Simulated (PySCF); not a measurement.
Species: C₃H₁₅PSi₃.
Atom-mapped SMILES: `[CH3:1][CH2:2][CH2:3][SiH2:4][P:5]([SiH3:6])[SiH3:7]`

Structure used (PBE0-D3(BJ)/def2-SVP), in Å, numbered top down from 1:
```
atom  x, y, z in Å
C1    -3.1070   -0.0309   -0.3865
C2    -2.5810    0.4352    0.9625
C3    -1.0724    0.6930    0.9905
Si4    0.0227   -0.8105    0.6623
P5     2.1469   -0.2688    1.2367
Si6    3.1738   -1.9903    0.2010
Si7    2.4822    1.2631   -0.3873
H8    -4.1993   -0.1627   -0.3662
H9    -2.6662   -0.9947   -0.6889
H10   -2.8726    0.6976   -1.1797
H11   -3.1049    1.3611    1.2559
H12   -2.8380   -0.3094    1.7359
H13   -0.8040    1.4768    0.2591
H14   -0.7695    1.0859    1.9765
H15   -0.0431   -1.2633   -0.7647
H16   -0.3902   -1.9585    1.5298
H17    2.8080   -2.1099   -1.2458
H18    2.7891   -3.2518    0.9031
H19    4.6510   -1.7965    0.3098
H20    1.9401    0.8346   -1.7159
H21    3.9509    1.5043   -0.5181
H22    1.8130    2.5372    0.0142
```

Lines to be assigned: C 1s: 290.08 (area 1), 290.58 (area 1), 290.66 (area 1) eV; Si 1s: 1846.08 (area 1), 1846.34 (area 2) eV; Si 2p3/2: 106.29 (area 1), 106.57 (area 2) eV; P 1s: 2148.72 eV; P 2p3/2: 135.26 eV.

The calculation used PySCF, delta-SCF UKS SCAN, pcX-2 on the ionised atom, pcseg-1 elsewhere, spin-free X2C. Geometry: PBE0-D3(BJ)/def2-SVP, one conformer, isolated molecule.

Problem. Order the silicon atoms by Si 1s binding energy.

Solution. 1846.08 eV: Si4 (SiH2 silicon); 1846.34 eV: Si6/Si7 (SiH3 silicon). Lowest listed Si 1s: Si4, bonded to C, 2 H and P. Highest, 0.26 eV above it: Si6/Si7, bonded to 3 H and P. Summing the Pauling electronegativity differences to the bonded atoms, each weighted by its formal bond order, gives +1.54 for the lowest site and +1.19 for the highest; the largest sum, +1.54, belongs to Si4, 0.26 eV below the top. The smallest sum, +1.19, belongs to Si6/Si7, 0.26 eV above the lowest.

Problem. Order the silicon atoms by Si 2p3/2 binding energy.

Solution. 106.29 eV: Si4 (SiH2 silicon); 106.57 eV: Si6/Si7 (SiH3 silicon). The listed Si 2p3/2 values span 0.28 eV, from Si4 (bonded to C, 2 H and P) to Si6/Si7 (bonded to 3 H and P). Summing the Pauling electronegativity differences to the bonded atoms, each weighted by its formal bond order, gives +1.54 for the lowest site and +1.19 for the highest; the largest sum, +1.54, belongs to Si4, 0.28 eV below the top. The smallest sum, +1.19, belongs to Si6/Si7, 0.28 eV above the lowest.

Bonded neighbours of each site: C1: C and 3 H; C2: 2 C and 2 H; C3: C, 2 H and Si; Si4: C, 2 H and P; P5: 3 Si; Si6/Si7: 3 H and P.

Problem. Which effective nuclear charge Zeff reproduces each element's mean 1s value in the hydrogen-like formula E = 13.606 eV × Zeff²?

Solution. C (Z = 6): mean 290.4 eV, Zeff = 4.62, Z − Zeff = 1.38; Si (Z = 14): mean 1846.3 eV, Zeff = 11.65, Z − Zeff = 2.35; P (Z = 15): mean 2148.7 eV, Zeff = 12.57, Z − Zeff = 2.43. Means run over the listed sites, weighted by atom count.

One atom of each set of topologically equivalent atoms was ionised and stands for the set; in this conformer not all members are related by symmetry, and their own values weren't computed. The 2p values aren't plain energy differences: one relaxed spin-free 2p hole is combined with a matrix within the shell (ground-state 2p orbital-energy differences and spin–orbit coupling). 2p3/2, the mean of its two sublevels, lies a third of the splitting below the shell's mean and 2p1/2 two thirds above it; the statistical areas are 2:1. 2p1/2 minus 2p3/2 (ligand field included): Si 0.62 eV, P 0.89 eV.

Time: 2.7 min of wall time; peak memory 0.75 GiB. Hardware: Arm Neoverse V2, one thread, shared host.
